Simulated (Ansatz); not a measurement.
Ansatz (a program for electronic structure) input:

Ansatz 0.2 input:
```yaml
crystal:
  periodic: [false, false, false]
  atoms:
    - {symbol: C, position_ang: [1.30511154, -0.19030126, 0.16000243]}
    - {symbol: C, position_ang: [0.10291222, -0.01500586, 0.01261670]}
    - {symbol: C, position_ang: [-1.21447998, 0.17708606, -0.14889130]}
    - {symbol: H, position_ang: [2.36004904, -0.34412407, 0.28933434]}
    - {symbol: H, position_ang: [-1.58759968, 1.04652208, -0.68808273]}
    - {symbol: H, position_ang: [-1.93371204, -0.53307168, 0.25638137]}
basis:
  gaussian:
    orbitals: def2-TZVP
hamiltonian:
  xc: b3lyp
  dispersion: d3bj
total_charge: 1
phonons: {temperatures: {t_min: 298.15, t_max: 298.15, t_step: 100}}
```

Question: Which total energy does the run end on?

Answer: -115.73906 Eh (B3LYP-D3(BJ)/def2-TZVP). The basis has 111 functions. The run takes very roughly 25 core-seconds.
